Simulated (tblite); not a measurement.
Species: C3H2ClF3O.
Geometry (GFN2-xTB, Å), atoms numbered from 1 in this order:
```xyz
10
C3H2ClF3O angstrom
F      1.5721    0.2292   -1.3654
C      1.1438    0.3973   -0.1020
F      0.8074    1.6921    0.0082
Cl     2.4688    0.0303    1.0225
C     -0.0725   -0.4793    0.1649
F      0.2381   -1.7906    0.0382
C     -1.4440   -0.0543   -0.1186
O     -0.9077   -0.1544    1.1859
H     -1.6308    0.9509   -0.4744
H     -2.1663   -0.8165   -0.3820
```

Calculated harmonic vibrations of the isolated species, GFN2-xTB (tblite), most abundant isotopes, no scaling. The method is semi-empirical: single wavenumbers can be off by several per cent or more. One conformer, not necessarily the lowest.

Harmonic wavenumbers (cm⁻¹): 37.4, 145.4, 178.1, 279.6, 301.1, 352.1, 385.6, 444.9, 504.2, 530.9, 634.3, 818.5, 893.2, 990.3, 1030.9, 1060.7, 1077.1, 1087.6, 1094.4, 1204.2, 1376.1, 1473.9, 3050.8, 3073.6.

A = 2495, B = 1479, C = 1344 MHz; mass 145.975 u (most abundant isotopes); point group C1, symmetry number 1.

Task: Zero-point energy?

Result: ½Σν̃ = 11012 cm⁻¹ = 131.74 kJ/mol.

Task: Give the ideal-gas entropy at 298.15 K and 1 bar in the rigid-rotor, harmonic-oscillator model (classical rotation).

Result: Translation 171.01, rotation 119.51, vibration 79.04: S = 369.6 J/(mol K).

Task: And Cp and H(298.15 K) − H(0)?

Result: Cp = 118.70 J/(mol K), of which vibrations give 85.44 (their classical limit is 24 R = 199.5); H(298.15 K) − H(0) = 22.59 kJ/mol without the zero-point energy, 12.68 from vibrations.

Task: Which modes carry the vibrational entropy at 298.15 K?

Result: 37.4 cm⁻¹: 22.56; 145.4 cm⁻¹: 11.43; 178.1 cm⁻¹: 9.83; 279.6 cm⁻¹: 6.43; 301.1 cm⁻¹: 5.90; 352.1 cm⁻¹: 4.84 J/(mol K); the other 18 give 18.06 together.

Task: How do the functions run with temperature in this model?

Result: 
```
 T (K)  S (J/(mol K))  Cp (J/(mol K))  H − H(0) (kJ/mol)  G − H(0) (kJ/mol)  ln q(vib)
    50          240.2            44.8               1.94             -10.08       0.44
   100          275.8            60.3               4.55             -23.03       1.13
373.15          398.1           136.2              32.17            -116.40       5.68
   500          441.4           159.1              50.98            -169.70       7.81
   750          511.6           186.2              94.52            -289.19      11.75
  1000          567.4           200.8             143.06            -424.31      15.25
```

q(vib) and H(0) count from the zero-point level.

Task: What must be added to the electronic energy to get the Gibbs energy at 298.15 K and 1 bar?

Result: ZPE + [H(298.15 K) − H(0)] − T·S = 131.74 + 22.59 − 110.18 = 44.15 kJ/mol.

Hindered rotation and anharmonicity are outside this model. Other conformers, if any are populated, would add a mixing term that is left out. The structure is chiral; the term R ln 2 for an equal mix with its mirror image is left out.
